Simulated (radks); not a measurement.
Results of a calculation; reference values are marked as such.
Q: The mean radii <r> (bohr) of the occupied orbitals of an atom or ion are listed with their occupations. Level of theory: scalar-relativistic Kohn-Sham, revPBE, spin-unpolarised, spherical densities, finite nucleus; Fermi nuclear charge, rms radius of each element as measured or else 0.836 A^(1/3) + 0.57 fm (a radial shooting solver on a logarithmic mesh with Libxc functionals).

| orbital | occ. | <r> |
|---|---|---|
| 1s | 2 | 0.03428 |
| 2s | 2 | 0.1496 |
| 2p | 6 | 0.1304 |
| 3s | 2 | 0.4153 |
| 3p | 6 | 0.4163 |
| 3d | 10 | 0.3990 |
| 4s | 2 | 1.058 |
| 4p | 6 | 1.171 |
| 4d | 5 | 1.616 |

Name the element and its charge.

A: Z = 43, technetium, charge +2: Tc2+ in [Kr] 4d5. The 1s radius gives Z: for a bare nucleus <r> = (2 gamma + 1)/(2Z) with gamma = sqrt(1 - (Z/c)^2), 0.03371 bohr for Z = 43, and screening makes it slightly larger (0.03428 here). The occupations add up to 41, and the charge is Z minus that.
